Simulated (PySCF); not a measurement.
FH3LiN, SMILES [NH3]->[Li][F] (connectivity only; charge and spin as stated), neutral, multiplicity 1.

The structure is a stationary point at B3LYP-D3(BJ)/def2-TZVP.

Method: TDA-CAM-B3LYP/def2-TZVPD (PySCF).

Vertical excitations; the highest root listed may be one member of a degenerate set.  State labels are in the subgroup Cs.

Computed lowest excited states:
| state | symmetry | energy (eV) | λ (nm) | f | main pairs |
|---|---|---|---|---|---|
| S1 | A" | 6.00 | 207 | 0.019 | HOMO→LUMO (degenerate set) |
| S2 | A' | 6.00 | 207 | 0.019 | HOMO−1→LUMO (degenerate set) |
| S3 | A' | 6.40 | 194 | 0.004 | HOMO−2→LUMO 86 % |
| S4 | A" | 7.13 | 174 | 0.000 | HOMO→LUMO+1, HOMO−1→LUMO+2 (degenerate set) |
| S5 | A" | 7.13 | 174 | 0.000 | HOMO−1→LUMO+2, HOMO→LUMO+1 (degenerate set) |
| S6 | A' | 7.13 | 174 | 0.000 | HOMO→LUMO+2, HOMO−1→LUMO+1 (degenerate set) |
| S7 | A" | 7.31 | 170 | 0.042 | HOMO→LUMO+3 (degenerate set) |
| S8 | A' | 7.31 | 170 | 0.042 | HOMO−1→LUMO+3 (degenerate set) |
| S9 | A' | 7.47 | 166 | 0.011 | HOMO−1→LUMO+1 48 %, HOMO→LUMO+2 48 % |
| S10 | A' | 7.52 | 165 | 0.006 | HOMO−2→LUMO+1 88 % |
| T1 | A" | 5.96 | 208 | 0 | HOMO→LUMO, HOMO→LUMO+3 (degenerate set) |
| T2 | A' | 5.96 | 208 | 0 | HOMO−1→LUMO, HOMO−1→LUMO+3 (degenerate set) |
| T3 | A' | 6.32 | 196 | 0 | HOMO−2→LUMO 83 %, HOMO−2→LUMO+3 14 % |
| T4 | A' | 7.00 | 177 | 0 | HOMO→LUMO+2 41 %, HOMO−1→LUMO+1 41 % |
Triplets are in the Tamm–Dancoff approximation.
